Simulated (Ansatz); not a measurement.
`[MgH][Br]` + H₂ → `[MgH2]` + HBr  (hydrogenolysis of a Mg–Br bond)

Computed with Ansatz on PBE0-D4/def2-TZVP structures; ΔE is electronic, products minus reactants. CCSD(T)/CBS is the MP2 limit (def2-TZVPP, def2-QZVPP) plus CCSD(T) − MP2 in def2-TZVPP, frozen cores. This one scheme is used for every species. Functionals use def2-TZVPP. B3LYP here is the variant with VWN-RPA as its local correlation; programs differ in this. HSE06 is defined as in plane-wave codes. For Br, Mg outer-core shells are correlated without core-valence functions, which leaves a few kJ/mol of doubt a bond. Scalar relativity is left out up to krypton.

`[MgH][Br]`:

Cartesian coordinates in Å:
```
Mg 0.208 0.035 0.054
Br -2.027 -0.340 -0.529
H 1.819 0.305 0.474
```

H₂:

Z-matrix (Å, degrees):
```
H
H 1 0.746
```

`[MgH2]`:

```xyz
3

Mg    0.000    0.000    0.000
H    -0.512   -1.386   -0.849
H     0.511    1.387    0.849
```

HBr:

Z-matrix (Å, degrees):
```
Br
H 1 1.420
```

```
             level  ΔE (kJ/mol)  difference from CCSD(T)/CBS
         revPBE-D4        185.3                        -12.9
          B3LYP-D4        190.5                         -7.7
          BHLYP-D4        196.6                         -1.6
           ωB97X-V        192.0                         -6.2
          PBE-QIDH        198.9                          0.7
            r2SCAN        201.0                          2.8
             HSE06        192.0                         -6.2
RPA@PBE/def2-TZVPP        180.3                        -17.9
       HF/def2-SVP        191.8                         -6.4
      MP2/def2-SVP        201.6                          3.4
     CCSD/def2-SVP        190.0                         -8.2
    MP2/def2-TZVPP        202.3                          4.1
     HF/def2-QZVPP        198.6                          0.4
    MP2/def2-QZVPP        206.5                          8.3
SCS-MP2/def2-QZVPP        200.3                          2.1
    CCSD/CBS(def2)        197.4                         -0.8
       CCSD(T)/CBS        198.2                            0
```

Largest T1 diagnostic among the species: 0.007.

From BLYP to BHLYP (50 % exact exchange), in def2-TZVPP and without D4, ΔE moves by +9.1 kJ/mol. Leaving LDA and LC-ωPBE aside and taking each functional with its dispersion term where it has one, the values, not all of them listed here, spread over 30.9 kJ/mol, from B97M-V to r2SCAN0-D4. LDA lies −6.6 kJ/mol from PBE without D4. At CCSD(T), def2-SVP lies −7.8 kJ/mol from the extrapolated value and def2-TZVPP −7.1 kJ/mol.
